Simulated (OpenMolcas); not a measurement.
**Hf⁺: effect of the basis set**

* Program: OpenMolcas 26.06
* Method: CASSCF
* Active space: 3 electrons in 6 orbitals (5d 6s)
* State averaging: 2S+1 = 2 even, 65 roots; 2S+1 = 4 even, 20 roots kept (CI in the orbitals of an earlier block)
* Spin-orbit coupling: RASSI with atomic mean-field integrals over the reference wave functions, term energies averaged over their components

A. ANO-R1 [7s5p4d2f], X2C, finite nucleus; cost about 40 core-seconds
B. ANO-RCC-VDZP [7s6p4d2f1g], DKH2, point nucleus; cost of the order of 30 core-seconds
C. ANO-R2 [8s6p5d3f1g], X2C, finite nucleus; cost of the order of 60 core-seconds
D. ANO-RCC-VTZP [8s7p5d3f2g1h], DKH2, point nucleus; cost about 50 core-seconds
E. ANO-R3 [9s7p7d4f3g1h], X2C, finite nucleus; cost about 50 core-seconds
F. ANO-RCC-VQZP [9s8p6d4f3g2h], DKH2, point nucleus; cost of the order of 100 core-seconds

Energies in cm⁻¹ above 5d 6s² ²D_3/2, the measured ground level; measured values from NIST Handbook of Basic Atomic Spectroscopic Data.

```
               Level      A      B      C      D      E      F  Measured
5d² 6s ⁴F_3/2 [66 %]  -2643  -2217  -2392  -2257  -2253  -2273      3645
       5d² 6s ⁴F_5/2  -1148   -640   -845   -736   -690   -713      4905
5d 6s² ²D_3/2 [65 %]    0.0    0.0    0.0    0.0    0.0    0.0       0.0
       5d² 6s ⁴F_7/2    908   1414   1220   1260   1350   1330      6344
       5d 6s² ²D_5/2   2137   2063   2112   2042   2065   2076      3051
       5d² 6s ⁴F_9/2   3046   3496   3339   3311   3434   3420      8362
       5d² 6s ⁴P_1/2   7770   8090   8089   8215   8320   8296          
       5d² 6s ⁴P_3/2   8797   9088   9103   9183   9307   9287          
       5d² 6s ⁴P_5/2   9795  10041  10077  10120  10257  10240     13486
       5d² 6s ²F_5/2  10336  11098  10822  10934  11106  11083          
       5d² 6s ²P_1/2  11027  11392  11292  11448  11523  11538          
5d² 6s ²P_3/2 [63 %]  11383  11716  11647  11813  11892  11900          
          5d³ ⁴F_3/2  12550  13038  12882  13144  13211  13229          
          5d³ ⁴F_5/2  13831  14291  14154  14386  14470  14492          
       5d² 6s ²G_9/2  13976  14242  14280  14392  14532  14533          
5d² 6s ²D_3/2 [75 %]  15569  15811  15868  15890  16076  16072          
          5d³ ⁴F_7/2  15924  16347  16248  16383  16517  16541          
       5d² 6s ²D_5/2  16275  16448  16551  16530  16733  16726          
          5d³ ⁴F_9/2  17720  18097  18030  18139  18290  18320          
          5d³ ⁴P_1/2  22835  23082  23158  23395  23533  23559          
          5d³ ⁴P_3/2  23525  23770  23851  24060  24214  24240          
          5d³ ⁴P_5/2  24692  24887  24996  25175  25340  25372          
   5d³ ²H_9/2 [66 %]  24946  25133  25296  25568  25729  25750          
          5d³ ²G_7/2  25968  26213  26368  26584  26793  26806
```

A puts 5d² 6s ⁴F_3/2 lowest. B puts 5d² 6s ⁴F_3/2 [66 %] lowest. C puts 5d² 6s ⁴F_3/2 [71 %] lowest. D puts 5d² 6s ⁴F_3/2 [69 %] lowest. E puts 5d² 6s ⁴F_3/2 [67 %] lowest. F puts 5d² 6s ⁴F_3/2 [68 %] lowest.

Deviations, from unrounded energies. A percentage is the sum of absolute deviations over the sum of measured energies, with the sign that they share, or ± where signs differ.

| Against measurement | Levels | A | B | C | D | E | F |
| --- | --- | --- | --- | --- | --- | --- | --- |
| mean absolute deviation (cm-1) | 6 | 4600 | 4300 | 4400 | 4300 | 4300 | 4300 |
| fine structure of the ground term (%) | 1 | -30.0 | -32.4 | -30.8 | -33.1 | -32.3 | -31.9 |
| other configurations (%) | 5 | -72.9 | -67.1 | -69.0 | -68.2 | -67.1 | -67.3 |

B, C, D, E, F lie about equally close to measurement and A furthest from it. The largest miss of E in the table is 5d² 6s ⁴F_3/2 [66 %], by -5900 cm-1. The ranking rests on the paired levels alone, and a cruder setting can come out closer through cancelling errors.

Among A to F the level of the table that moves most is 5d³ ²G_7/2, by 840 cm-1 (lowest in A, highest in F).

Without dynamic correlation excited terms often stand tens of per cent too high (terms of higher spin than the ground term too low), and those without a measured partner can miss by more than the paired ones. Some levels mix across a computed gap that differs much from the measured one, so their mixing is not that of the real levels. Terms from blocks run as CI alone lack orbitals of their own. The lowest computed level is not the ground level that NIST lists (2D3/2). Configurations are named by rounded mean occupations; where the s occupation lies near a half they are strongly mixed, a name can repeat and a true partner stay unpaired. A single d shell beside an s shell can misplace configurations of different d count against each other. The lowest spin-free term belongs to 5d 6s², not to the configuration of the lowest level (holds for B; C; D; E; F). Measured partners are found by configuration, term and J. A level has none where our copy of the source lacks it or the pairing is in doubt (some pairs that miss far off the trend of their configuration count as doubtful), and it then counts in no deviation. Levels of configurations outside the active space are missing. Levels that lie high or do not pair safely by name in every column are left out.

A share in square brackets marks a mixed level and gives the weight of the term that names it, the lowest over the columns.
